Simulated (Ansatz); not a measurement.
A set of 12 reactions (hydrogenolysis), with CCSD(T)/CBS values in kJ/mol:

```
                                                 reaction      ΔE
                         `FC(Cl)CI` + H₂ → `CC(F)Cl` + HI   -67.5
                  `FC1=CC(F)CC1` + H₂ → `FC1=CCCC1` + H–F   -85.5
              `CO[SiH2]S[SiH3]` + H₂ → SiH₄ + `CO[SiH2]S`    49.3
 `F[CH]1[SiH2][SnH2]1` + H₂ → `[CH2]1[SiH2][SnH2]1` + H–F  -153.0
         `C[SiH2]S[SiH2]Cl` + H₂ → `C[SiH2]S[SiH3]` + HCl    81.1
   `N[CH]([SiH3])[InH2]` + H₂ → `[SiH3][CH2][InH2]` + NH₃  -134.6
`C[CH2][Al]([SH])[SH]` + H₂ → `[CH3][Al]([SH])[SH]` + CH₄   -83.2
               `CO[SiH](C)C#N` + H₂ → `CO[SiH2]C#N` + CH₄   -11.1
                          `FC(Cl)CI` + H₂ → `ClCCI` + H–F  -102.8
    `[NH2][Sb]([NH2])[OH]` + H₂ → `[NH2][SbH][NH2]` + H₂O    30.3
                  `C=CCCCCCCCC` + H₂ → `C=CCCCC` + `CCCC`   -61.0
                  `C=C(O)C(=N)O` + H₂ → `C=C(O)C=N` + H₂O   -60.7
```

Gas-phase electronic energies from Ansatz, PBE0-D4/def2-TZVP geometries. CBS: MP2 limit from def2 TZ/QZ plus the TZ coupled-cluster correction, frozen cores. This one scheme is used for every species. Functionals use def2-TZVPP. B3LYP here is the variant with VWN-RPA as its local correlation; programs differ in this. def2 core potentials past Kr. For I, In, Sb, Sn outer-core shells are correlated without core-valence functions, which leaves a few kJ/mol of doubt a bond. One conformer a species, not always the lowest.

**Question.** Give the mean, mean absolute and largest difference (level minus CCSD(T)/CBS, kJ/mol) for: PBE-D4, PBE0-D4, B3LYP-D4, ωB97X-V, ωB97M-V, PBE, r2SCAN, PBE0, B3LYP, MP2/def2-TZVPP, SCS-MP2/def2-TZVPP, CCSD/def2-TZVPP, MP2/def2-QZVPP, HF/CBS(def2). (Estimate.)

**Answer.** The calculation gave: 
| level | mean | mean absolute | largest |
| --- | --- | --- | --- |
| PBE-D4 | 7.5 | 8.0 | 24.8 |
| PBE0-D4 | 1.2 | 5.3 | 10.7 |
| B3LYP-D4 | 3.3 | 7.2 | 19.5 |
| ωB97X-V | 2.9 | 7.3 | 15.6 |
| ωB97M-V | 2.7 | 5.9 | 13.7 |
| PBE | 2.4 | 9.5 | 23.8 |
| r2SCAN | 5.0 | 8.4 | 18.9 |
| PBE0 | -3.3 | 8.0 | -14.0 |
| B3LYP | -4.9 | 12.1 | -21.4 |
| MP2/def2-TZVPP | 0.9 | 3.4 | -8.6 |
| SCS-MP2/def2-TZVPP | -1.6 | 2.4 | -5.3 |
| CCSD/def2-TZVPP | -6.3 | 6.4 | -13.1 |
| MP2/def2-QZVPP | 1.9 | 5.0 | -9.7 |
| HF/CBS(def2) | -17.4 | 17.9 | -33.9 |

The largest T1 diagnostic in the set is 0.014, for `F[CH]1[SiH2][SnH2]1` (customary mark 0.02).

CCSD(T)/CBS is a level of theory with its own doubt, and the functionals carry their triple-zeta basis error, so these figures describe this set and don't rank the functionals.
